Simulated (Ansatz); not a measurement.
`[CH3][Mo]([F])(=[S])=[S]` + NH₃ → `[NH2][Mo]([F])(=[S])=[S]` + CH₄ at 600 K and 1 bar (ligand exchange at a Mo–C bond).

Program: Ansatz. Geometries: PBE0-D4/def2-TZVP. ΔE: electronic, gas phase. CBS: MP2 limit from def2 TZ/QZ plus the TZ coupled-cluster correction, frozen cores. This one scheme is used for every species. def2 core potentials past Kr. For Mo outer-core shells are correlated without core-valence functions, which leaves a few kJ/mol of doubt a bond. Each species was taken in one conformer, which may not be the lowest.

```
                   species  CCSD(T)/CBS energy (Eh)  H − E (kJ/mol)  S (J/(mol·K))
`[CH3][Mo]([F])(=[S])=[S]`              -1003.45925           167.6          446.8
                       NH₃                -56.50880           112.4          219.5
`[NH2][Mo]([F])(=[S])=[S]`              -1019.53735           139.2          433.1
                       CH₄                -40.46206           140.4          215.7
```

H − E and S are ideal-gas, rigid-rotor, harmonic terms from PBE0-D4/def2-TZVP, for one conformer and one mirror image of each species. 1 Eh = 2625.50 kJ/mol, R = 8.31446 J/(mol·K).

Task: By hand: ΔE, ΔH, ΔS and ΔG.

Result: ΔE = (-1019.53735) + (-40.46206) − (-1003.45925) − (-56.50880) = -0.03136 Eh = -82.3 kJ/mol. Δ(H − E) = 139.2 + 140.4 − 167.6 − 112.4 = -0.4, so ΔH = -82.7 kJ/mol. ΔS = 433.1 + 215.7 − 446.8 − 219.5 = -17.5 J/(mol·K). ΔG = -82.7 − 600 × (-17.5)/1000 = -72.2 kJ/mol.

Task: By hand: the equilibrium constant, and the temperature at which ΔG would vanish if ΔH and ΔS stayed fixed.

Result: log₁₀ K = −ΔG/(RT ln 10) = 6.3. ΔG = 0 at ΔH/ΔS = 4726 K, far beyond where these terms or the molecules hold.

ΔH outweighs TΔS. A doubt of 5 kJ/mol in ΔE shifts log₁₀ K by 0.4 here. Other conformers and mirror images would add mixing entropy, several J/(mol·K) or more a flexible species. These are equilibria of isolated gas molecules and say nothing of rates. Largest T1 diagnostic: 0.025 (customary marks: 0.02 for closed shells, 0.045 for open ones).
